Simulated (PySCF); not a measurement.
Bi: excitation energy

Bi [Xe] 4f14 5d10 6s2 6p3 (4S) → Bi [Xe] 4f14 5d10 6s1 6p4 (4P), as a difference of total energies. Calculation: PySCF 2.14, in ANO-RCC-VTZP; scalar relativity by spin-free X2C-1e. Correlated levels: valence: [Xe] 4f14 5d10 frozen. The calculations carry no spin-orbit coupling.

```tsv
method	excitation energy (cm⁻¹)
UHF	74660
MP2 (valence)	74455
SCS-MP2 (valence)	74384
CCSD (valence)	71576
CCSD(T) (valence)	70487
```

Spin-orbit coupling is strong in these open shells (close to jj coupling). The scalar numbers leave it out and a first-order estimate fails, so it can dominate the gap to the real levels.

The upper state lies above the first ionisation limit, where it may autoionise and the basis confines it.

The coupled-cluster amplitudes are large for the upper state (T1 above 0.03 or a double amplitude above 0.15), so a single reference is strained.
